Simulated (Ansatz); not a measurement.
Species: C$_{3}$H$_{6}$O$_{2}$ (charge 0, singlet). 
Structure (B3LYP-D3(BJ)/def2-TZVP (Ansatz, a quantum-chemistry and plane-wave program) minimum search):
```xyz
11

C     -2.1634     0.3523    -0.1675
C     -0.8389    -0.2557     0.2267
O      0.2076     0.5270    -0.4008
C      1.4624     0.1343    -0.1637
O      1.7944    -0.7977     0.5146
H     -2.2955     0.3318    -1.2497
H     -2.9771    -0.2138     0.2889
H     -2.2335     1.3870     0.1698
H     -0.6824    -0.2386     1.3060
H     -0.7441    -1.2895    -0.1078
H      2.1555     0.8036    -0.6915
```

Quantity: atomisation energy (electronic, to ground-state atoms), in kJ/mol. Cores are frozen in the correlated levels unless marked. UHF or UKS for open shells. No spin-orbit coupling. No relativistic terms. The coupled-cluster limit lacks core correlation, which all-electron functionals hold. Basis-set limits of correlation are two-point, X^-3; Hartree-Fock from the larger set. [CCSD(T)-MP2]/basis is that difference in the basis named.

| level | program | atomisation energy (kJ/mol) | minus last row |
|---|---|---|---|
| HF/STO-3G | Ansatz | 3611.5 | -918.4 |
| HF/6-31G* | Ansatz | 3223.8 | -1306.1 |
| PBE-D4/def2-TZVPD | Ansatz + dftd4 | 4665.5 | 135.6 |
| B97M-V/def2-TZVPD | Ansatz | 4523.9 | -6.0 |
| PBE0/STO-3G | Ansatz | 5062.4 | 532.5 |
| wB97X-V/def2-TZVPD | Ansatz | 4533.8 | 3.9 |
| RPA@PBE/cc-pVTZ | Ansatz | 4219.1 | -310.8 |
| MP2/aug-cc-pVDZ | Ansatz | 4337.4 | -192.5 |
| RI-MP2/aug-cc-pVTZ | Ansatz | 4535.7 | 5.8 |
| SCS-MP2/STO-3G | Ansatz | 4227.4 | -302.5 |
| SCS-MP2/cc-pVDZ | Ansatz | 4233.3 | -296.6 |
| CCSD/6-31G* | Ansatz | 4108.5 | -421.4 |
| CCSD(T)/cc-pwCVTZ | Ansatz | 4418.2 | -111.7 |
| RI-MP2/CBS(cc-pVTZ,cc-pVQZ)+[CCSD(T)-MP2]/cc-pVTZ | Ansatz | 4531.1 | 1.2 |
| RI-MP2/CBS(aug-cc-pVTZ,aug-cc-pVQZ)+[CCSD(T)-MP2]/aug-cc-pVTZ | Ansatz | 4529.9 | 0.0 |
